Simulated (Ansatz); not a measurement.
GeTe4. The state is a singlet with charge 0. Geometry PBE-D4/def2-SVP, basis def2-TZVP, Ansatz.

```xyz
5

Ge   -0.285   -1.341   -1.093
Te    0.870   -1.857    1.331
Te    1.776    0.309   -0.088
Te   -0.183    2.311    0.307
Te   -2.179    0.578   -0.457
```

```csv
run,HOMO (eV),LUMO (eV)
A,-4.74,-3.70
B,-5.62,-3.14
C,-6.35,-2.39
D,-7.61,-1.38
E,-4.95,-3.72
```

In the def2 sets Te takes a core potential; there is no spin–orbit coupling. The structure comes from a short search, and lower isomers may exist.

Q: The runs used BHLYP, PBE, PBE0, r2SCAN, ωB97X-V. Estimate which is which.

A: A PBE (0 % exact exchange); B PBE0 (25 % exact exchange); C BHLYP (50 % exact exchange); D ωB97X-V (range-separated); E r2SCAN (0 % exact exchange). Exact exchange lowers occupied and raises empty levels; among semilocal functionals meta-GGAs tend to open the gap a little, and such runs are hard to tell apart. The gap grows from 1.04 eV (PBE) to 6.23 eV (ωB97X-V).
